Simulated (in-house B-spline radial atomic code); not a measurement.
Sr⁺: [Ar] 3d10 4s2 4p5 5s1 5d1 (an excited or competing configuration)

Level of theory: Dirac-Hartree-Fock, average of configuration, Fermi nucleus of rms radius 4.224 fm; calculated with a radial B-spline atomic code at the basis-set limit.

Z_r = [3n² - l(l+1)]/(2<r>); Z_e = n√(-2ε); the last column is Slater's effective charge. Values are occupation-weighted means over j. An effective charge above Z reflects the relativistic contraction of the inner shells.

```tsv
shell	electrons	ε (eV)	<r> (bohr)	Z_r	Z_e	Slater
1s	2	-16225	0.03915	38.32	34.53	37.70
2s	2	-2279.4	0.1717	34.94	25.89	33.85
2p	6	-2022	0.1503	33.27	24.38	33.85
3s	2	-396.49	0.4885	27.63	16.19	26.75
3p	6	-310.66	0.496	25.20	14.34	26.75
3d	10	-168.64	0.4957	21.18	10.56	16.85
4s	2	-66.967	1.341	17.90	8.87	10.60
4p	5	-44.305	1.513	15.20	7.22	10.60
5s	1	-14.259	3.537	10.60	5.12	4.05
5d	1	-4.6298	7.497	4.60	2.92	2.00
```

The least bound orbital is 5d5/2 at -4.625 eV, and it is also the most diffuse (<r> = 7.506 bohr).

Spin-orbit splittings of the orbital energies (j = l + 1/2 above j = l - 1/2 when positive): 2p 68.95 eV, 3p 11.03 eV, 3d 1.917 eV, 4p 1.324 eV, 5d 0.0111 eV.

For the 1s electron the small component carries 1.91 % of the norm, the zero-frequency Breit interaction raises the level by 28.08 eV, self-energy by 15.05 eV, and vacuum polarisation lowers it by 1.622 eV.
